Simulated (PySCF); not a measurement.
An equivalent PySCF input for Pb²⁺ (lead, charge +2), [Xe] 4f14 5d10 6s2, closed-shell 1S, with scalar relativity by spin-free X2C-1e:

```python
from pyscf import gto, scf, dft, mp, cc
import basis_set_exchange as bse
mol = gto.M(atom="Pb 0 0 0", charge=2, spin=0, symmetry="D2h",
            basis=gto.basis.parse(bse.get_basis("aug-cc-pwCVTZ-DK3", elements=["Pb"], fmt="nwchem")),
            nucmod="G")
mf = dft.UKS(mol, xc="LDA,VWN").sfx2c1e()
mf.irrep_nelec = {'Ag': (12, 12), 'B1g': (3, 3), 'B2g': (3, 3), 'B3g': (3, 3), 'Au': (1, 1), 'B1u': (6, 6), 'B2u': (6, 6), 'B3u': (6, 6)}
mf.kernel()
```

It reaches the same state as the run whose output follows, with an energy that differs only through the grid. The run itself started from symmetry-adapted Hartree-Fock orbitals and held the occupation by maximum overlap, on a logarithmic radial grid, so the iterations belong to that start.

```
SCF conv_tol = 1e-09
number electrons alpha = 40  beta = 40
XC functionals = LDA,VWN
    P. A. M. Dirac.,  Math. Proc. Cambridge Philos. Soc. 26, 376 (1930)
    F. Bloch.,  Z. Phys. 57, 545 (1929)
    S. H. Vosko, L. Wilk, and M. Nusair.,  Can. J. Phys. 58, 1200 (1980)
cycle= 1 E= -20870.6644142041  delta_E= -0.0326  |g|= 0.281  |ddm|= 1.33
cycle= 2 E= -20870.663805027  delta_E= 0.000609  |g|= 0.258  |ddm|= 0.338
cycle= 3 E= -20870.6685649941  delta_E= -0.00476  |g|= 0.0247  |ddm|= 0.157
cycle= 4 E= -20870.6686561061  delta_E= -9.11e-05  |g|= 0.00129  |ddm|= 0.0299
cycle= 5 E= -20870.668656497  delta_E= -3.91e-07  |g|= 3.54e-05  |ddm|= 0.00265
cycle= 6 E= -20870.6686564972  delta_E= -2e-10  |g|= 4.31e-08  |ddm|= 5.41e-05
converged SCF energy = -20870.6686564972  <S^2> = -5.6843419e-14  2S+1 = 1
```

Spin-orbit coupling, which splits the p, d and f shells strongly at this Z, is absent.
